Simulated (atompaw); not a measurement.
What one change does to a pseudopotential (Ar (Z = 18), PAW (atompaw))

```json
{"Element": "argon", "Generator": "atompaw 4.2.0.5", "Type": "PAW", "Functional": "PBEsol", "Relativity": "scalar-relativistic", "Frozen core": "[Ne]", "Valence charge": "8", "Reference configuration": "3s2 3p6", "Partial waves": "3s (bound): rc 1.55 bohr; 3s channel at 3.6 Ry: rc 1.55 bohr; 3p (bound): rc 1.55 bohr; 3p channel at -0.05 Ry: rc 1.55 bohr", "Local potential": "vpsmatchnc scheme with l = 2 at 0.5 Ry, radius 1.50 bohr", "Core correction": "smooth core density matched at 1.35 bohr", "Augmentation charge": "gaussian compensation charge, radius 1.15 bohr; PAW radius 1.55 bohr; waves and projectors: custom rrkj vanderbiltortho"}
```

All-electron outer shells of the reference configuration (PBEsol, scalar-relativistic, ld1.x):

```tsv
shell	level (eV)	outermost node (bohr)	outermost maximum (bohr)
2s	-296.45	0.12	0.34
2p	-229.66	–	0.28
3s	-24.20	0.52	1.17
3p	-10.23	0.49	1.30
```

Change: wave 3s channel at 3.6 Ry: rc 1.55 bohr becomes 3s channel at 3.6 Ry: rc 0.90 bohr.

Cutoffs: the cutoffs (Ry, on a coarse ladder) from which the occupation-weighted sum of valence levels, in a spherical-Bessel basis at the reference potential, stays within 10 and 1 mRy of its value at 400 Ry; they do not see the model core or the augmentation charge, which bear on the density cutoff.

Task: What does the change do?

Result: The potential gets neither clearly harder nor softer (30 Ry and 35 Ry → 30 Ry and 35 Ry); the p channel sets the loose cutoff, while the largest relative change is in s, which becomes harder; neither file shows a bound ghost.

| quantity | base | changed |
| --- | --- | --- |
| cutoff, loose | 30 Ry | 30 Ry |
| cutoff, tight | 35 Ry | 35 Ry |
| loose cutoff by channel (10 mRy a level) | s 10 Ry, p 21 Ry | s 12 Ry, p 21 Ry |
| bound ghosts | none | none |
| s: phases at 1.56 bohr within 0.05 rad from the reference energy up to (Ry; the scan ends near 5) | 4.8 | n/a |
| p: phases at 1.56 bohr within 0.05 rad from the reference energy up to (Ry; the scan ends near 5) | to the end of the scan | to the end of the scan |
| lowest overlap eigenvalue by channel | s 0.37, p 0.77 | s 0.16, p 0.77 |

 The cutoffs see the waves, projectors and local potential, not the compensation charge or the core.
